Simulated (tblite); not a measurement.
Record of a relaxation.

Compound: C6H9PS.
Atom-mapped SMILES: `[CH3:1][CH:2]([CH3:3])[c:4]1[p:5][cH:6][cH:7][s:8]1` (hydrogens: H9, H10, H11 on C1; H12 on C2; H13, H14, H15 on C3; H16 on C6; H17 on C7)

Computed with GFN2-xTB (tblite), gas phase: L-BFGS steps from a force-field or distance-geometry start until the largest atomic force falls under 0.01 eV/Å. 8 of its 43 geometries are shown.

Step 0: E = -630.2260 eV, largest atomic force 3.910 eV/Å
```
atom  x, y, z in Å  |  force x, y, z in eV/Å
C1     -1.688    0.395    1.359   -0.406  -0.034   0.304
C2     -1.060    0.309   -0.036    0.533  -0.407   0.514
C3     -1.618   -0.879   -0.812   -0.775  -0.121  -0.124
C4      0.456    0.258    0.045    0.822   1.680  -0.912
P5      1.469    1.604   -0.699   -0.317  -3.393   1.917
C6      2.966    0.730   -0.149   -0.729  -0.231   0.182
C7      2.869   -0.456    0.543   -0.054   1.182  -0.661
S8      1.284   -1.053    0.850   -0.315   0.952  -0.617
H9     -2.775    0.537    1.274    0.291  -0.036  -0.064
H10    -1.534   -0.510    1.956    0.151   0.117  -0.253
H11    -1.295    1.244    1.923    0.062  -0.097  -0.137
H12    -1.350    1.212   -0.567    0.171   0.278  -0.189
H13    -1.177   -0.940   -1.800    0.131   0.036  -0.117
H14    -1.453   -1.831   -0.309    0.083   0.137   0.103
H15    -2.712   -0.751   -0.947    0.570  -0.083   0.119
H16     3.919    1.191   -0.372   -0.014  -0.200   0.081
H17     3.694   -1.047    0.923   -0.206   0.219  -0.148
```

Step 6: E = -630.5790 eV, largest atomic force 0.209 eV/Å
```
atom  x, y, z in Å  |  force x, y, z in eV/Å
C1     -1.689    0.394    1.364   -0.011  -0.001   0.017
C2     -1.056    0.308   -0.027    0.074   0.021  -0.011
C3     -1.619   -0.879   -0.812   -0.034  -0.025  -0.012
C4      0.446    0.282    0.036    0.145   0.102  -0.052
P5      1.448    1.503   -0.645   -0.094   0.024  -0.015
C6      2.958    0.730   -0.142   -0.144   0.022  -0.013
C7      2.852   -0.434    0.534   -0.068   0.050  -0.024
S8      1.265   -1.018    0.824   -0.064  -0.175   0.094
H9     -2.763    0.534    1.264   -0.003  -0.020   0.014
H10    -1.514   -0.513    1.940    0.072  -0.006  -0.066
H11    -1.286    1.240    1.917    0.033  -0.019  -0.018
H12    -1.325    1.220   -0.571    0.028   0.070  -0.033
H13    -1.169   -0.935   -1.802    0.040   0.013   0.026
H14    -1.443   -1.821   -0.296    0.075   0.045   0.046
H15    -2.693   -0.753   -0.936   -0.004  -0.022   0.011
H16     3.913    1.179   -0.369   -0.036  -0.034   0.011
H17     3.670   -1.024    0.907   -0.008  -0.044   0.025
```

Step 12: E = -630.5912 eV, largest atomic force 0.073 eV/Å
```
atom  x, y, z in Å  |  force x, y, z in eV/Å
C1     -1.680    0.394    1.357    0.005   0.004   0.023
C2     -1.050    0.319   -0.034   -0.067   0.005  -0.004
C3     -1.612   -0.874   -0.809    0.007  -0.011  -0.012
C4      0.446    0.280    0.037   -0.046   0.044  -0.036
P5      1.428    1.507   -0.648    0.016  -0.011   0.014
C6      2.928    0.729   -0.141    0.028  -0.014   0.001
C7      2.827   -0.435    0.536   -0.003  -0.030   0.008
S8      1.247   -1.031    0.829   -0.052   0.021  -0.006
H9     -2.757    0.524    1.268    0.025  -0.012   0.023
H10    -1.484   -0.519    1.915    0.020  -0.005  -0.009
H11    -1.273    1.236    1.913    0.002   0.013   0.012
H12    -1.306    1.237   -0.578   -0.024   0.010  -0.013
H13    -1.155   -0.933   -1.795   -0.002  -0.010  -0.014
H14    -1.415   -1.803   -0.278    0.023   0.016   0.005
H15    -2.688   -0.763   -0.930    0.035  -0.023   0.000
H16     3.889    1.163   -0.364    0.025   0.033  -0.013
H17     3.648   -1.022    0.905    0.008  -0.029   0.021
```

Step 18: E = -630.5955 eV, largest atomic force 0.077 eV/Å
```
atom  x, y, z in Å  |  force x, y, z in eV/Å
C1     -1.673    0.396    1.359    0.003  -0.004  -0.030
C2     -1.060    0.334   -0.043   -0.007  -0.009   0.001
C3     -1.604   -0.873   -0.811    0.009   0.017   0.014
C4      0.436    0.296    0.026   -0.006  -0.013   0.030
P5      1.434    1.514   -0.648    0.030   0.003  -0.016
C6      2.926    0.719   -0.138    0.007   0.023   0.002
C7      2.814   -0.446    0.539   -0.009   0.024  -0.001
S8      1.222   -1.022    0.826    0.053   0.041  -0.036
H9     -2.752    0.514    1.289    0.004  -0.004   0.010
H10    -1.458   -0.522    1.902    0.013   0.030   0.005
H11    -1.266    1.238    1.917   -0.003  -0.022  -0.017
H12    -1.324    1.249   -0.588   -0.033  -0.028   0.023
H13    -1.149   -0.937   -1.798   -0.003   0.011   0.022
H14    -1.387   -1.790   -0.267    0.000   0.003  -0.023
H15    -2.681   -0.784   -0.931    0.006  -0.020   0.003
H16     3.883    1.165   -0.364    0.012  -0.063   0.030
H17     3.632   -1.038    0.915   -0.075   0.010  -0.016
```

Step 24: E = -630.5982 eV, largest atomic force 0.031 eV/Å
```
atom  x, y, z in Å  |  force x, y, z in eV/Å
C1     -1.668    0.396    1.358    0.004  -0.002   0.014
C2     -1.067    0.340   -0.047    0.024   0.009  -0.002
C3     -1.598   -0.873   -0.811    0.001  -0.011  -0.002
C4      0.430    0.312    0.019    0.017  -0.002  -0.012
P5      1.440    1.521   -0.655    0.007   0.013  -0.002
C6      2.927    0.720   -0.137   -0.004  -0.011   0.003
C7      2.803   -0.443    0.539   -0.015  -0.004   0.000
S8      1.209   -1.011    0.817   -0.021  -0.001   0.006
H9     -2.748    0.505    1.304   -0.011  -0.008  -0.009
H10    -1.436   -0.519    1.898    0.000  -0.016   0.024
H11    -1.262    1.238    1.914    0.002   0.024  -0.003
H12    -1.348    1.251   -0.589   -0.006   0.013  -0.007
H13    -1.143   -0.933   -1.797    0.006   0.013  -0.014
H14    -1.367   -1.786   -0.266    0.008  -0.030   0.000
H15    -2.676   -0.803   -0.930   -0.018   0.006   0.007
H16     3.893    1.148   -0.355   -0.001  -0.006   0.005
H17     3.605   -1.050    0.920    0.009   0.015  -0.008
```

Step 30: E = -630.5986 eV, largest atomic force 0.015 eV/Å
```
atom  x, y, z in Å  |  force x, y, z in eV/Å
C1     -1.666    0.396    1.359   -0.002   0.003   0.000
C2     -1.067    0.341   -0.047    0.003  -0.002   0.002
C3     -1.597   -0.874   -0.811    0.000   0.002  -0.003
C4      0.430    0.316    0.016   -0.001   0.001   0.004
P5      1.443    1.524   -0.656   -0.015  -0.002  -0.001
C6      2.926    0.718   -0.136   -0.002   0.001  -0.001
C7      2.798   -0.444    0.539    0.006   0.000   0.000
S8      1.204   -1.009    0.816   -0.004  -0.006   0.002
H9     -2.747    0.501    1.304   -0.002  -0.004  -0.002
H10    -1.433   -0.518    1.903    0.009   0.009   0.002
H11    -1.262    1.241    1.912   -0.005   0.004  -0.001
H12    -1.352    1.251   -0.589    0.001  -0.004   0.001
H13    -1.143   -0.929   -1.798   -0.006   0.003  -0.006
H14    -1.363   -1.789   -0.270    0.006   0.004  -0.006
H15    -2.676   -0.805   -0.927   -0.001  -0.002   0.005
H16     3.894    1.142   -0.352    0.005   0.004  -0.002
H17     3.603   -1.048    0.919    0.008  -0.011   0.007
```

Step 36: E = -630.5989 eV, largest atomic force 0.021 eV/Å
```
atom  x, y, z in Å  |  force x, y, z in eV/Å
C1     -1.666    0.398    1.360   -0.002  -0.001   0.000
C2     -1.067    0.340   -0.046   -0.013  -0.003   0.000
C3     -1.595   -0.874   -0.813   -0.006  -0.002   0.006
C4      0.430    0.315    0.018   -0.002  -0.005  -0.009
P5      1.441    1.523   -0.656    0.020  -0.004   0.006
C6      2.925    0.716   -0.135    0.007   0.001   0.001
C7      2.797   -0.447    0.540   -0.001   0.004   0.004
S8      1.203   -1.011    0.817    0.015   0.001   0.001
H9     -2.748    0.491    1.302    0.003  -0.007   0.015
H10    -1.421   -0.508    1.912   -0.007  -0.007  -0.011
H11    -1.270    1.251    1.907   -0.012   0.010  -0.014
H12    -1.355    1.249   -0.588    0.018   0.007   0.001
H13    -1.151   -0.920   -1.806   -0.009   0.012   0.010
H14    -1.350   -1.791   -0.281    0.002   0.000   0.001
H15    -2.676   -0.809   -0.918    0.002  -0.009  -0.002
H16     3.893    1.140   -0.350   -0.002   0.000  -0.003
H17     3.602   -1.051    0.920   -0.012   0.004  -0.005
```

Step 42: E = -630.5993 eV, largest atomic force 0.010 eV/Å
```
atom  x, y, z in Å  |  force x, y, z in eV/Å
C1     -1.666    0.399    1.360   -0.003   0.000  -0.001
C2     -1.067    0.340   -0.046    0.001   0.003  -0.002
C3     -1.596   -0.873   -0.814   -0.001   0.001  -0.002
C4      0.430    0.313    0.018    0.001   0.001   0.002
P5      1.442    1.521   -0.654    0.002   0.001  -0.002
C6      2.926    0.714   -0.134    0.001   0.000   0.002
C7      2.797   -0.449    0.541    0.002  -0.001   0.000
S8      1.203   -1.013    0.818    0.001   0.004  -0.002
H9     -2.749    0.479    1.306   -0.006  -0.005  -0.004
H10    -1.410   -0.500    1.917    0.002   0.000   0.000
H11    -1.281    1.263    1.898    0.000  -0.003   0.004
H12    -1.352    1.250   -0.588    0.001   0.004  -0.003
H13    -1.161   -0.908   -1.811    0.001  -0.003  -0.003
H14    -1.338   -1.792   -0.291   -0.003   0.002   0.003
H15    -2.677   -0.817   -0.909   -0.005  -0.003   0.008
H16     3.893    1.139   -0.350    0.002  -0.005   0.002
H17     3.600   -1.055    0.922    0.004   0.002  -0.001
```

**Question.** Summarise the path.

**Answer.** The energy falls by 8.61 kcal/mol from step 0 to step 42; nine tenths of that is first reached at step 3. It falls at every step. The largest force goes from 3.910 to 0.010 eV/Å. Among the bonds C4–P5 changes most, from 1.842 to 1.713 Å; the atoms move by 0.075 Å rms after alignment.

What follows is the cost of the whole relaxation. On one thread, Intel Xeon Platinum 8488C (x86_64), shared host, this took 0.3 s.
